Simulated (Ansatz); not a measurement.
Consider the silylene loss: `C[N]([SiH3])[GeH3]` → `C[NH][GeH3]` + `[SiH2]`.

Isolated molecules relaxed with PBE0-D4/def2-TZVP in Ansatz; ΔE leaves out vibrations. CCSD(T)/CBS adds triple-zeta CCSD(T) − MP2 to the extrapolated MP2 energy (def2 sets, frozen cores). This one scheme is used for every species. DFT in def2-TZVPP. For Ge outer-core shells are correlated without core-valence functions, which leaves a few kJ/mol of doubt a bond. Scalar relativity is left out up to krypton.

CCSD(T)/CBS gives +3.03 eV.

Question: Another level gave +2.97 eV. Which?
A. BLYP-D4/def2-TZVPP
B. LDA (SPW92)/def2-TZVPP
C. PBE-D4/def2-TZVPP
D. ωB97X-V/def2-TZVPP

Answer: C. PBE-D4 2.97, BLYP-D4 2.85, ωB97X-V 3.10, LDA (SPW92) 3.26 eV.

Largest T1 diagnostic among the species: 0.014.

From BLYP to BHLYP (50 % exact exchange), in def2-TZVPP and without D4, ΔE moves by +0.33 eV. At CCSD(T), def2-SVP lies −0.18 eV from the extrapolated value and def2-TZVPP −0.06 eV.
